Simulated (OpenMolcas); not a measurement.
Lines of Ge: computed and rescaled rates

```
Program             : OpenMolcas 26.06
Method              : SS-CASPT2, IPEA 0.25 Eh, imaginary shift 0.1 Eh (closed shells correlated: 3d 4s)
Basis               : ANO-RCC-VQZP [7s6p4d2f1g]
Scalar Hamiltonian  : DKH2, point nucleus
Active space        : 2 electrons in 3 orbitals (4p)
State averaging     : 2S+1 = 3 even, 3 roots; 2S+1 = 1 even, 6 roots
Spin-orbit coupling : state interaction with AMFI integrals over the reference wave functions, term energies averaged over their components
```

Rates come from the transition moments of the reference wave functions (E1 and E2 in the length form). At fixed line strength A goes as λ^-3 for E1 and M1 and as λ^-5 for E2, so a rate at the computed wavelength can be rescaled to the measured one. Measured vacuum wavelengths follow from level energies in NIST Handbook of Basic Atomic Spectroscopic Data. Branching counts decays inside the model space alone, at computed energies, and the table is only a selection of the E2 and M1 lines, drawn from those between levels with measured partners whose computed energy lies within a factor of 1.5 of the measured one.

```
      Upper        Lower  Type  λ computed (nm)  λ measured (nm)  A computed (s-1)  A rescaled (s-1)  Branching %
4s2 4p2 3P1  4s2 4p2 3P0    M1            20800            17950          2.00e-03          3.11e-03        100.0
4s2 4p2 3P2  4s2 4p2 3P1    M1            13070            11730          6.03e-03          8.34e-03        100.0
4s2 4p2 1D2  4s2 4p2 3P2    M1             1525             1750          8.45e-02                           67.3
4s2 4p2 1D2  4s2 4p2 3P2    E2             1525             1750          1.26e-03                            1.0
4s2 4p2 1D2  4s2 4p2 3P1    M1             1366             1522          3.95e-02                           31.5
4s2 4p2 1S0  4s2 4p2 1D2    E2             1057             1082          1.40e+00          1.25e+00         54.8
4s2 4p2 1S0  4s2 4p2 3P2    E2            624.2            668.6          6.02e-02                            2.4
4s2 4p2 1S0  4s2 4p2 3P1    M1            595.8            632.5          1.10e+00                           42.8
```

Spin-changing lines and M1 lines between different terms are not rescaled, since their strength hangs on the term gaps too.

The largest correction is for 4s2 4p2 3P1 → 4s2 4p2 3P0 (M1): 2.00e-03 × (20800 / 17950)^3 = 3.11e-03 s-1, a factor of 1.56.

No measured rate stands beside these. Rescaling mends the energy factor alone: line strengths can still be far off where a level mixes with configurations outside the active space, and weak or spin-changing lines hang on small mixing coefficients that depend on the term gaps too, so rescaling need not improve them.

CASPT2 does not keep the components of a term degenerate, so their means are used; among the terms shown or strongly mixed into the levels shown the widest spread is 87 cm-1 (4s2 4p2 1D). With the s shell closed, the reference lacks s² → p² mixing. Measured partners are found by configuration, term and J. A level has none where our copy of the source lacks it or the pairing is in doubt (some pairs that miss far off the trend of their configuration count as doubtful). Levels of configurations outside the active space are missing.
